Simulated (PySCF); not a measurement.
**Structure elucidation problem**

The spectra below were simulated for a compound C$_{5}$H$_{5}$FNOP.

¹H NMR (400 MHz, computed): δ 8.67 (m, 1H), 8.02 (m, 1H), 4.19 (s, 3H).

¹³C{¹H} NMR (computed): δ 194.5 (C), 162.8 (C), 151.7 (CH), 142.5 (CH), 55.5 (CH3).

[PySCF 2.14: σ from GIAO-PBE0/pcSseg-1; GFN2-xTB geometry; in vacuum; no relativistic terms; a single conformation; one averaged value for each set of equivalent atoms]

References, each an isolated molecule treated in the same way: ¹H (31.72 ppm), ¹³C (186.93 ppm) vs TMS.

**Question.** Propose a structure and justify it.

**Answer.** 
1. 5 carbon signals for 5 carbons: no two carbons are equivalent.
2. Carbon types of the structure: 2 × C, 2 × CH, 1 × CH3, which accounts for all hydrogens.
3. δC 194.5: aromatic carbon bearing fluorine; the electronegative substituent deshields the carbon that carries it.
4. δC 162.8: aromatic carbon bearing oxygen; an ipso carbon deshielded by its heteroatom.
5. δC 151.7: aromatic CH next to a ring nitrogen; the adjacent pyridine-type nitrogen withdraws density from it.
6. δC 142.5: aromatic CH.
7. δC 55.5: methyl carbon bonded to O; the inductive effect lowers its shielding.
8. δH 8.67: hydrogen on an aromatic CH next to a ring nitrogen; ring current plus the neighbouring ring nitrogen.
9. δH 4.19: hydrogen on a methyl carbon bonded to O; its carbon carries O, hence the downfield position.

These data were computed for `COc1nccpc1F`.

The shifts were computed for this structure.

Splittings by ¹⁹F and ³¹P in the carbon and heteronuclear signals aren't shown, as no couplings were computed. Shifts are as computed. Against solution values, carbons near 30 ppm lie about +3 ppm off and those near 130 ppm about +5 ppm. Of 1211 compounds with measured shifts, 218 miss one by over three times the rms of a fit or turn the order of signals round; such compounds aren't used in these exercises. No couplings were computed; multiplicities are counted from neighbouring protons, with m where these are inequivalent, close in shift, in a saturated or five-membered ring or joined by F or P, and br s for small geminal =CH2 splittings.
